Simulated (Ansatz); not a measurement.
Consider the substitution at a C–F bond: `F[CH2][ZnH]` + CH₃SH → `CS[CH2][ZnH]` + H–F.

Gas-phase electronic energies from Ansatz, PBE0-D4/def2-TZVP geometries. CBS: MP2 limit from def2 TZ/QZ plus the TZ coupled-cluster correction, frozen cores. This one scheme is used for every species. For Zn outer-core shells are correlated without core-valence functions, which leaves a few kJ/mol of doubt a bond. Scalar relativity is left out up to krypton. Each species was taken in one conformer, which may not be the lowest.

```csv
species,HF/def2-SVP energy (Eh)
`F[CH2][ZnH]`,-1916.44870
CH₃SH,-437.56663
`CS[CH2][ZnH]`,-2254.09493
H–F,-99.93236
```

(1) Work out ΔE.

Largest T1 diagnostic among the species: 0.014.

Answers

(1) ΔE = (-2254.09493) + (-99.93236) − (-1916.44870) − (-437.56663) = -0.01196 Eh = -7.5 kcal/mol. CCSD(T)/CBS gives -18.2 kcal/mol.

From r2SCAN to r2SCAN0 (25 % exact exchange), in def2-TZVPP and without D4, ΔE moves by −0.8 kcal/mol. The D4 term adds −3.0 kcal/mol with B3LYP and −1.6 kcal/mol with PBE0; it sums over pairs of atoms, weighted by their polarisabilities, and B3LYP, whose exchange is more repulsive, gets the larger term.

B3LYP here is the variant with VWN-RPA as its local correlation; programs differ in this.
